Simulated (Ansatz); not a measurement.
Cost and result for the atomization energy of C3H8BNO (`C=C(O)B(C)N`) (14 atoms, 13 bonds).

```xyz
14

C     1.195    1.574    0.553
C     0.632    0.834   -0.403
O     0.918    1.141   -1.713
B    -0.247   -0.434   -0.103
C    -1.017   -0.620    1.254
N    -0.337   -1.399   -1.115
H     1.850    2.406    0.319
H     1.018    1.337    1.593
H     0.237    0.755   -2.271
H    -0.321   -0.600    2.099
H    -1.718    0.202    1.424
H    -1.575   -1.558    1.312
H     0.237   -1.394   -1.941
H    -0.872   -2.244   -1.009
```

Charge 0, multiplicity 1. The geometry is a stationary point of PBE0-D4/def2-TZVP. It is one conformer, not always the lowest. Program: Ansatz. All runs use 4 threads of an Arm Neoverse V1 on a shared host. Times are those of one run each, without the atoms' runs, and a repeat can differ threefold. Electronic energies, without spin–orbit coupling; frozen cores. CCSD(T)/CBS adds CCSD(T) − MP2 in def2-TZVPP to the MP2 limit, and its time is that of the two runs behind it. T1 = 0.012. B3LYP takes the VWN-RPA correlation (the form of Gaussian; ORCA's B3LYP/G).

CCSD(T)/CBS is a level of theory with its own doubt, some kJ/mol a heavy atom from the limit and from the frozen cores, so smaller differences don't rank the functionals.

| level | functions | wall time | atomization (kJ/mol) | difference from CCSD(T)/CBS | per bond |
| --- | --- | --- | --- | --- | --- |
| PBE-D4/def2-TZVPP (with forces) | 298 | 3.6 s | 5863.8 | 170.2 | 13.1 |
| PBE0-D4/def2-TZVPP | 298 | 3.7 s | 5746.4 | 52.8 | 4.1 |
| r2SCAN-D4/def2-TZVPP (with forces) | 298 | 6.5 s | 5728.0 | 34.4 | 2.6 |
| B3LYP-D4/def2-TZVPP (with forces) | 298 | 6.5 s | 5727.2 | 33.6 | 2.6 |
| B2PLYP/def2-TZVPP | 298 | 8.5 s | 5661.9 | -31.7 | -2.4 |
| ωB97X-V/def2-TZVPP | 298 | 11 s | 5710.5 | 16.9 | 1.3 |
| ωB97M-V/def2-TZVPP (with forces) | 298 | 16 s | 5732.7 | 39.1 | 3.0 |
| MP2/def2-QZVPP | 582 | 46 s | 5738.0 | 44.4 | 3.4 |
| CCSD(T)/def2-TZVPP | 298 | 20 min | 5551.3 | -142.3 | -10.9 |
| CCSD(T)/CBS(def2) | – | 21 min | 5693.6 | 0.0 | 0.0 |

From PBE to PBE0 (25 % exact exchange), in def2-TZVPP and without D4, the atomization energy moves by −113.2 kJ/mol: exact exchange takes away binding that semilocal exchange gives to molecules. The D4 term adds +42.2 kJ/mol with B3LYP and +22.4 kJ/mol with PBE0; it sums over pairs of atoms, weighted by their polarisabilities, and B3LYP, whose exchange is more repulsive, gets the larger term. In def2-TZVPP, CCSD(T) changes the Hartree–Fock value by +1399.2 kJ/mol (the triples alone add +87.6 kJ/mol) and MP2 by +1502.0 kJ/mol; breaking electron pairs costs correlation energy, which Hartree–Fock lacks.
